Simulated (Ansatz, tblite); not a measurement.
Removing an electron: AlH2I. Charge 0, multiplicity 1. Geometry: PBE-D4/def2-TZVP. Ansatz, gas phase; energy differences of separate SCF runs; the oxidised species was run as a doublet alone.

```xyz
4

Al    0.003    0.090   -0.236
H     0.556    1.561   -0.461
H    -0.534   -0.854   -1.393
I    -0.024   -0.796    2.090
```

In the def2 sets I takes a core potential; there is no spin–orbit coupling. The xTB rows come from tblite. Correlated methods freeze 9 core orbitals; core or outer-core shells of I are correlated, in sets that lack core-valence functions.

| level | −HOMO (eV) | vertical IE (eV) | −LUMO (eV) | HOMO–LUMO gap (eV) |
| --- | --- | --- | --- | --- |
| GFN1-xTB | 11.72 | 15.10 | 6.22 | 5.50 |
| GFN2-xTB | 11.88 | 14.96 | 7.05 | 4.83 |
| r2SCAN-D4/def2-TZVP | 6.84 | 9.73 | 2.33 | 4.51 |
| MP2/def2-TZVPP | – | 10.06 | – | – |
| CCSD(T)/def2-TZVPP | – | 9.91 | – | – |

(1) Estimate the rows for HF/def2-TZVPP, PBE-D4/def2-TZVP, PBE0-D4/def2-TZVP, CCSD/def2-TZVPP.

Answers

(1) 
```json
{"level": "HF/def2-TZVPP", "−HOMO (eV)": "–", "vertical IE (eV)": "9.07", "−LUMO (eV)": "–", "HOMO–LUMO gap (eV)": "–"}
{"level": "PBE-D4/def2-TZVP", "−HOMO (eV)": "6.55", "vertical IE (eV)": "9.58", "−LUMO (eV)": "2.64", "HOMO–LUMO gap (eV)": "3.91"}
{"level": "PBE0-D4/def2-TZVP", "−HOMO (eV)": "7.67", "vertical IE (eV)": "9.82", "−LUMO (eV)": "1.90", "HOMO–LUMO gap (eV)": "5.76"}
{"level": "CCSD/def2-TZVPP", "−HOMO (eV)": "–", "vertical IE (eV)": "9.86", "−LUMO (eV)": "–", "HOMO–LUMO gap (eV)": "–"}
```

Relaxing the oxidised species (PBE-D4/def2-TZVP) changes its energy by -0.05 eV at PBE-D4/def2-TZVP, so the adiabatic ionisation energy to this nearest minimum is 9.53 eV. At PBE0-D4/def2-TZVP it is 9.71 eV.    Raw xTB energy differences between charge states are shifted by several eV; the methods need an empirical correction for them.
